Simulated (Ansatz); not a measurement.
The cluster TeAu2⁺. Total charge 1; quartet. Geometry PBE0-D4/def2-TZVP; atoms count from 1.

```xyz
3

Au    1.5111    0.8332   -1.2430
Au   -0.8892    0.2454    1.6669
Te   -0.6220   -1.0786   -0.4239
```

In the def2 sets Au, Te take a core potential; there is no spin–orbit coupling. At PBE0-D4/def2-TZVP a doublet of charge 1 lies 2.48 eV below the quartet, each at its own geometry. The structure comes from a short search, and lower isomers may exist.

**Question.** Estimate the Mulliken populations from the PBE0/def2-TZVP orbitals of Ansatz.

**Answer.** 
| atom | charge (e) | spin (α − β) | d electrons |
| --- | --- | --- | --- |
| Au1 | 0.27 | 1.26 | 9.64 |
| Au2 | 0.51 | 0.04 | 9.71 |
| Te3 | 0.23 | 1.70 | – |
Mulliken values depend strongly on the basis.

**Question.** Where does the spin sit?

**Answer.** Summed by element: Au 1.30, Te 1.70, of 3 unpaired in all. Largest on single atoms: Te3 1.70, Au1 1.26, Au2 0.04.

**Question.** And the Mayer bond orders between heavy atoms (over 0.3)?

**Answer.** Au1–Te3 0.47 (2.98 Å); Au2–Te3 1.18 (2.49 Å).
